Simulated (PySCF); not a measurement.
PySCF input file for Ge(H)(vinyl)(NH2)2 (C₂H₈GeN₂), SMILES C=[CH][GeH]([NH2])[NH2], B3LYP/pcSseg-1. Geometry optimised at B3LYP-D3(BJ)/def2-SVP. One conformer was computed; it need not be the lowest.

```python
import numpy as np
from pyscf import gto, scf, dft
from pyscf.prop.nmr import rks as nmr

mol = gto.M(
    atom='''
    Ge    0.14299709    0.02127830   -0.33929232
    N     1.45391713   -1.26473693   -0.24824923
    N     0.97084763    1.67096259   -0.48024018
    C    -1.02492331   -0.22486802    1.20666162
    C    -2.34125922   -0.43197365    1.08395720
    H    -0.70788348   -0.11157052   -1.61954238
    H     1.61746702   -1.65704690    0.67565999
    H     2.34231209   -1.00250246   -0.67011868
    H     1.44946419    1.98555883    0.36271977
    H     0.36269771    2.42265016   -0.80263044
    H    -0.59023153   -0.17385908    2.21436888
    H    -2.82495576   -0.49138090    0.10153945
    H    -3.00103520   -0.55528464    1.95107060
    ''',
    basis='pcSseg-1',
    charge=0,
    spin=0,
    max_memory=1600,
    verbose=3,
)
mf = dft.RKS(mol, xc='b3lyp')
mf.grids.level = 3
mf.conv_tol = 1e-10
mf.max_cycle = 100
mf.kernel()
n = nmr.NMR(mf)
n.verbose = 2
n.max_cycle_cphf = 60
sigma = n.kernel()
print('atom   isotropic/ppm   span/ppm')
for i, s in enumerate(sigma):
    w = np.linalg.eigvalsh((s + s.T) / 2)
    print(f'{mol.atom_symbol(i):2s}{i + 1:3d} {w.mean():14.3f} {w[2] - w[0]:11.3f}')
```

Log of the run:

```
converged SCF energy = -2267.35155466012
atom   isotropic/ppm   span/ppm
Ge  1       1278.661     124.739
N   2        247.408      80.818
N   3        234.112      59.142
C   4         29.782     246.688
C   5         38.467     244.340
H   6         26.522      16.704
H   7         31.333      18.677
H   8         31.516      19.848
H   9         31.413      17.891
H  10         31.313      19.137
H  11         25.129       6.225
H  12         25.393       8.998
H  13         25.180       7.191
```

Self-consistency was reached.

Cost: about 60 core-seconds (a rough figure).
